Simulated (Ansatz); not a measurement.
Correlation energies of C$_{3}$H$_{7}$Sb, SMILES `C[CH]1[CH2][SbH]1` by basis set

Cartesian coordinates in Å:
```
C -0.9477 -0.7387 0.8743
C -0.2970 -0.0365 -0.2826
C 1.1551 -0.0807 -0.4325
Sb 0.5574 1.9686 0.1172
H -1.9623 -0.3772 1.0476
H -0.9986 -1.8181 0.6858
H -0.3803 -0.5979 1.7985
H -0.8702 -0.0237 -1.2040
H 1.7306 -0.5668 0.3484
H 1.5883 -0.1474 -1.4224
H 0.4246 2.4182 -1.5304
```

Charge 0, multiplicity 1. Correlated methods include outer-core shells of Sb, which these sets cover unevenly. Sb takes the def2 core potential. All single points use the PBE0-D4/def2-TZVP geometry. Frozen core, restricted reference, the Gaussian-basis code of Ansatz.

```
     basis     HF (Eh)  MP2 corr.  CCSD corr.       (T)  CCSD(T) total
  def2-SVP  -356.79805   -0.55311    -0.60028  -0.02171     -357.42004
def2-TZVPP  -356.93836   -0.88351    -0.90236  -0.03670     -357.87742
def2-QZVPP  -356.94559   -1.15488           –         –              –
```
